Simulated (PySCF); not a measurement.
Computed IR spectrum (relative IR intensity) of a molecule C2H6N2OSi. The structure is a stationary point at B3LYP-D3(BJ)/def2-SVP. One conformer was computed; it need not be the lowest. These are B3LYP-D3(BJ)/def2-SVP run with PySCF values and carry that method's errors. Frequencies are harmonic and unscaled.

Lines under 2 % of the strongest are left out, and lines within 2 cm⁻¹ are merged.

```
ν (cm⁻¹)  relative intensity
--------  ------------------
426                       12
550                      8.3
703                      3.2
886                       13
895                      9.5
932                       15
1277                     2.0
1548                     3.1
2252                      10
2443                     100
```

**Question.** Which structure fits?
A) N[Si@@H]1COC=N1
B) C[Si@@H](N)N=C=O
C) NC[Si@H]1N=CO1
D) N[Si@H]1C=NCO1

**Answer.** B, C[Si@@H](N)N=C=O
